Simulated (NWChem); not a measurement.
# C₄H₄F₂; SMILES C=C/C(F)=C/F

```xyz
10

C     -0.0426     2.4476     0.0000
C     -0.6887     1.2751     0.0000
C     -0.0210    -0.0108     0.0000
F      1.3105     0.0100     0.0000
C     -0.6653    -1.1873     0.0000
F     -0.0235    -2.3440     0.0000
H      1.0491     2.4894     0.0000
H     -0.5897     3.3921     0.0000
H     -1.7826     1.2411     0.0000
H     -1.7544    -1.2635     0.0000
```
Atoms are numbered in this order, from 1.

Results from NWChem. All runs use the structure optimised with PBE0/def2-SVP.

For level LDA (Slater exchange, VWN5)/def2-SVP:

```
Quantity                     Value
---------------------------  -----
highest occupied level (eV)  -5.74
```

### Question
What are these values for level PBE/def2-SVP?

### Answer
| Quantity | Result |
|---|---|
| highest occupied level (eV) | -5.55 |
